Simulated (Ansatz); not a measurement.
HgF₃⁻ (the lowest singlet isomer of a short search) was relaxed with r2SCAN-D4 (def2-TZVPD) in Ansatz in these states: charge -1 singlet, charge -1 triplet. The geometries follow in no particular order.

In the def2 sets Hg takes a core potential; there is no spin–orbit coupling.

A:

```xyz
4

Hg   -0.002   -0.003   -0.001
F    -1.834    1.037    0.006
F     0.091   -1.990   -0.693
F     1.744    0.955    0.688
```

B:

```xyz
4

Hg   -0.206    0.394    0.373
F    -1.891   -1.023    0.590
F     1.018    1.816   -0.799
F     1.080   -1.187   -0.163
```

Question: Judge from the bond lengths which geometry belongs to which state (an estimate).

Answer: A is the charge -1 singlet (Hg1–F3 2.106 Å, Hg1–F2 2.107 Å, Hg1–F4 2.108 Å); B is the charge -1 triplet (Hg1–F3 2.212 Å, Hg1–F2 2.212 Å, Hg1–F4 2.108 Å).

At PBE0-D4/def2-TZVPD a singlet lies 3.20 eV below the charge -1 triplet. These are the stationary points nearest to one start from a short search; other shapes may lie lower in each state.
